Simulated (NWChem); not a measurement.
# ClMg (+1)

```xyz
2

Mg     0.0000     0.0000    -1.2688
Cl     0.0000     0.0000     0.8956
```
Charge +1, spin multiplicity 1.

All runs are NWChem calculations. The geometry was optimised at PBE/def2-SVP, a minimum by its harmonic frequencies.

Symmetry labels belong to the abelian group C2v used in the runs, with the axes of the coordinates shown; states degenerate in a higher group split over its labels.

The spin multiplicity of the parent species was assumed, not shown to be that of its ground state. The structure started from a generated list of species.

Q: List the lowest 6 singlet excitations that TD-PBE/aug-cc-pVDZ gives, with oscillator strengths.

A: 
| state | symmetry | energy (eV) | wavelength (nm) | f |
|---|---|---|---|---|
| 1 | b1 | 2.18 | 569 | 0.005 |
| 2 | b2 | 2.18 | 569 | 0.005 |
| 3 | a1 | 4.45 | 279 | 0.151 |
| 4 | a2 | 5.83 | 213 | 0.000 |
| 5 | a1 | 5.83 | 213 | 0.000 |
| 6 | a2 | 5.84 | 212 | 0.000 |
